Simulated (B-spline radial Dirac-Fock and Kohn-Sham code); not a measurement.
**Dipole and non-dipole photoemission parameters of Ni 3s**

System: the free nickel atom in the configuration [Ar] 3d8 4s2; threshold 110.8 eV (tabulated edge). Level of theory: Dirac-Hartree-Slater photoionisation with a Latter tail; cross sections with all multipoles, angular parameters from the dipole term and its interference with E2; a B-spline atomic structure program.

The run's input, task.json:

```json
{"items": [{
  "Z": 28,
  "q": 0,
  "cfg": [[1, 0, 2], [2, 0, 2], [2, 1, 6], [3, 0, 2], [3, 1, 6], [3, 2, 8], [4, 0, 2]],
  "A": 58,
  "rrms": 3.7757,
  "do": "xps",
  "hv": [52.3, 53.4, 60, 66.0, 98.8, 126.0, 127.0, 150, 173.0, 200, 216.0, 300, 403.0, 412.0, 474.0, 480.0, 800, 907.0, 1000, 1090.0, 1840.0, 3890.0, 4000, 4100.0, 4440.0, 5820.0, 7200.0, 8000.0, 12100.0, 15000],
  "edges": {"K": 8333.0, "L1": 1008.6, "L2": 870.0, "L3": 852.7, "M1": 110.8, "M2": 68.0, "M3": 66.2}
}]}
```

Launch: `python xray2_run.py task.json out`

```tsv
hν (eV)	σ (kb)	β	γ
126	269	1.996	0.064
127	268	1.996	0.071
150	?	?	?
173	243	1.998	0.248
200	221	1.998	0.272
216	208	1.998	0.275
300	149	1.999	0.231
403	103	1.999	0.151
412	99.9	1.999	0.145
474	82.1	1.999	0.102
480	80.6	1.999	0.098
800	36.6	1.999	-0.032
907	29.7	1.999	-0.050
1000	25.0	1.999	-0.059
1090	21.5	1.999	-0.062
1840	8.02	1.999	0.018
3890	1.70	1.999	0.451
4000	1.60	1.999	0.475
4100	1.52	1.999	0.496
4440	1.27	1.999	0.566
5820	0.689	1.999	0.835
7200	0.419	1.999	1.078
8000	0.326	1.999	1.209
12100	0.117	1.999	1.793
15000	0.0674	1.998	2.139
```

Task: Give the values at 150 eV.

Result: σ = 256 kb, β = 1.997, γ = 0.193. For an s subshell δ is negligible.

Values without a named source are computed, but for edge energies of neutral atoms, which are taken from tables.
